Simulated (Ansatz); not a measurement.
This triplet is an excited state, 1.23 eV above the relaxed singlet at the level frozen-core CCSD(T)/cc-pVTZ // B3LYP-D3(BJ)/def2-TZVP (Ansatz, a quantum-chemistry and plane-wave program).

Calculation: B3LYP-D3(BJ)/def2-TZVP (Ansatz). No frequencies were computed at this level.

Ansatz 0.2 input:
```yaml
crystal:
  periodic: [false, false, false]
  atoms:
    - { symbol: F, position_ang: [2.425554, 0.512609, 0.407559] }
    - { symbol: Ge, position_ang: [1.550545, -0.93207, -0.359521] }
    - { symbol: Si, position_ang: [-0.651323, 0.012338, -0.035558] }
    - { symbol: H, position_ang: [-0.907841, 1.279333, -0.743876] }
    - { symbol: H, position_ang: [-1.043234, 0.238953, 1.367307] }
    - { symbol: H, position_ang: [-1.373703, -1.111163, -0.635911] }
basis:
  gaussian: { orbitals: def2-tzvp }
hamiltonian:
  xc: b3lyp
  dispersion: d3bj
relax:
  max_steps: 150
magnetization:
  spin_polarized: true
  initial_magnetization: 2
```

Output:

```
Functional definition: B3LYP
938 factors; their error is unknown
mean field evaluation 1: about -67160.3625 eV, gradient 3.0e1 eV
mean field evaluation 2: about -67132.7185 eV, gradient 9.4e1 eV
mean field evaluation 4: about -67163.3788 eV, gradient 5.2e0 eV
mean field evaluation 8: about -67163.4778 eV, gradient 1.1e-1 eV
mean field evaluation 16: about -67163.7281 eV, gradient 6.8e-5 eV
mean field -67163.72805442 eV, -2468.2214807898 hartree, gradient 2.6e-5 eV, S^2 2.003755; 0 other end points of the search recorded, 0 dependent functions left out
reference -67163.72828968 eV, -2468.2214894356 hartree; 30, 28 occupied and 104, 106 virtual orbitals, 938 factors
relax step   1: F+E_penalty+E_count = -67163.94659928 eV  Δ(F+E_penalty+E_count) = +0.000e0 eV  max|allowed force component| = 1.185e0 eV/Å  Δτ_max = 0.0000 Å  (30 SCF iters, accepted)
these checks for a lower state are left out or cut short: starts, cluster_reference, orbital_swaps, neighbouring_geometries, increment
938 factors; their error is unknown
mean field -67163.87191327 eV, -2468.2267675053 hartree, gradient 2.0e-5 eV, S^2 2.003515; 0 other end points of the search recorded, 0 dependent functions left out
reference -67163.87215110 eV, -2468.2267762452 hartree; 30, 28 occupied and 104, 106 virtual orbitals, 938 factors
relax step   2: F+E_penalty+E_count = -67164.08673341 eV  Δ(F+E_penalty+E_count) = -1.401e-1 eV  max|allowed force component| = 7.516e-1 eV/Å  Δτ_max = 0.1904 Å  (33 SCF iters, accepted)
these checks for a lower state are left out or cut short: starts, cluster_reference, orbital_swaps, neighbouring_geometries, increment
938 factors; their error is unknown
mean field evaluation 32: about -67163.9027 eV, gradient 1.1e-5 eV
mean field -67163.90270878 eV, -2468.2278992193 hartree, gradient 1.1e-5 eV, S^2 2.003343; 0 other end points of the search recorded, 0 dependent functions left out
reference -67163.90294809 eV, -2468.2279080139 hartree; 30, 28 occupied and 104, 106 virtual orbitals, 938 factors
relax step   3: F+E_penalty+E_count = -67164.11508786 eV  Δ(F+E_penalty+E_count) = -2.835e-2 eV  max|allowed force component| = 1.854e-1 eV/Å  Δτ_max = 0.2000 Å  (33 SCF iters, accepted)
these checks for a lower state are left out or cut short: starts, cluster_reference, orbital_swaps, neighbouring_geometries, increment
938 factors; their error is unknown
mean field -67163.88614874 eV, -2468.2272906489 hartree, gradient 1.2e-5 eV, S^2 2.003668; 0 other end points of the search recorded, 0 dependent functions left out
reference -67163.88638769 eV, -2468.2272994303 hartree; 30, 28 occupied and 104, 106 virtual orbitals, 938 factors
relax step   4: F+E_penalty+E_count = -67164.10021309 eV  Δ(F+E_penalty+E_count) = +1.487e-2 eV  max|allowed force component| = 4.814e-1 eV/Å  Δτ_max = 0.1110 Å  (33 SCF iters, rejected (line search))
these checks for a lower state are left out or cut short: starts, cluster_reference, orbital_swaps, neighbouring_geometries, increment
938 factors; their error is unknown
mean field -67163.90906106 eV, -2468.2281326612 hartree, gradient 1.5e-5 eV, S^2 2.003435; 0 other end points of the search recorded, 0 dependent functions left out
reference -67163.90930076 eV, -2468.2281414702 hartree; 30, 28 occupied and 104, 106 virtual orbitals, 938 factors
relax step   5: F+E_penalty+E_count = -67164.12207512 eV  Δ(F+E_penalty+E_count) = -6.987e-3 eV  max|allowed force component| = 4.940e-2 eV/Å  Δτ_max = 0.0541 Å  (34 SCF iters, accepted)
these checks for a lower state are left out or cut short: starts, cluster_reference, orbital_swaps, neighbouring_geometries, increment
938 factors; their error is unknown
mean field -67163.90951417 eV, -2468.2281493126 hartree, gradient 2.3e-5 eV, S^2 2.003446; 0 other end points of the search recorded, 0 dependent functions left out
reference -67163.90975370 eV, -2468.2281581152 hartree; 30, 28 occupied and 104, 106 virtual orbitals, 938 factors
relax step   6: F+E_penalty+E_count = -67164.12299225 eV  Δ(F+E_penalty+E_count) = -9.171e-4 eV  max|allowed force component| = 1.925e-2 eV/Å  Δτ_max = 0.0316 Å  (32 SCF iters, accepted)
these checks for a lower state are left out or cut short: starts, cluster_reference, orbital_swaps, neighbouring_geometries, increment
938 factors; their error is unknown
mean field -67163.90924598 eV, -2468.2281394569 hartree, gradient 1.6e-5 eV, S^2 2.003424; 0 other end points of the search recorded, 0 dependent functions left out
reference -67163.90948525 eV, -2468.2281482498 hartree; 30, 28 occupied and 104, 106 virtual orbitals, 938 factors
relax step   7: F+E_penalty+E_count = -67164.12303888 eV  Δ(F+E_penalty+E_count) = -4.663e-5 eV  max|allowed force component| = 3.961e-2 eV/Å  Δτ_max = 0.0116 Å  (32 SCF iters, accepted)
these checks for a lower state are left out or cut short: starts, cluster_reference, orbital_swaps, neighbouring_geometries, increment
938 factors; their error is unknown
mean field evaluation 64: about -67163.9094 eV, gradient 1.6e-4 eV
mean field -67163.90935278 eV, -2468.2281433819 hartree, gradient 2.0e-5 eV, S^2 2.003435; 0 other end points of the search recorded, 0 dependent functions left out
reference -67163.90959211 eV, -2468.2281521772 hartree; 30, 28 occupied and 104, 106 virtual orbitals, 938 factors
relax step   8: F+E_penalty+E_count = -67164.12312285 eV  Δ(F+E_penalty+E_count) = -8.397e-5 eV  max|allowed force component| = 1.225e-3 eV/Å  Δτ_max = 0.0027 Å  (27 SCF iters, accepted)
938 factors; their error is unknown
mean field -67163.90935278 eV, -2468.2281433819 hartree, gradient 2.0e-5 eV, S^2 2.003435; 1 other end points of the search recorded, 0 dependent functions left out
reference -67163.90959211 eV, -2468.2281521772 hartree; 30, 28 occupied and 104, 106 virtual orbitals, 938 factors
Total energy: -67164.12336218 eV, -2468.2360080824 hartree
Atom 0 at     2.676796     0.454813     0.395560 Å, force    -0.000156     0.000361     0.000173 eV/Å
Atom 1 at     1.581476    -0.768359    -0.277306 Å, force     0.000467    -0.000367    -0.000155 eV/Å
Atom 2 at    -0.739854    -0.005346    -0.050021 Å, force    -0.001225     0.000150     0.000002 eV/Å
Atom 3 at    -0.938871     1.256616    -0.798217 Å, force     0.000396    -0.000581     0.000226 eV/Å
Atom 4 at    -1.078379     0.183761     1.378823 Å, force     0.000452    -0.000196    -0.000565 eV/Å
Atom 5 at    -1.501170    -1.121484    -0.648840 Å, force     0.000067     0.000633     0.000320 eV/Å
Dipole moment:    -0.489847    -0.193435    -0.126688 e Å
```

Cost: very roughly 40 core-seconds.
